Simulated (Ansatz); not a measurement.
Total energies of (H3Sn)2NH (Sn₂NH₇) from Ansatz at r2SCAN-D4/def2-TZVP, gas phase (1 Eh = 27.2114 eV = 2625.5 kJ/mol). The reference geometry is relaxed at r2SCAN-D4/def2-SVP.

```
                 state   geometry  energy (Eh)
      charge 0 singlet  reference   -487.66739
      charge 1 doublet  reference   -487.35515
free Sn atom (triplet)          –   -214.33064
 free H atom (doublet)          –     -0.49993
 free N atom (quartet)          –    -54.58101
```

In the def2 sets Sn takes a core potential; there is no spin–orbit coupling.

Q: Work out the vertical ionisation energy to the doublet.

A: E(charge 1 doublet) − E(charge 0 singlet) = -487.35515 − (-487.66739) = 0.31224 Eh = 8.50 eV. For comparison, −ε of the highest occupied level is 5.82 eV at this level, 2.68 eV less.

Q: What is the binding energy per atom against free atoms?

A: Atoms: 2 × (-214.33064) + 7 × (-0.49993) + 1 × (-54.58101) = -486.74180 Eh. Binding: -486.74180 − (-487.66739) = 0.92559 Eh = 25.19 eV, or 2.52 eV for each of 10 atoms (no zero-point energy, no counterpoise term).
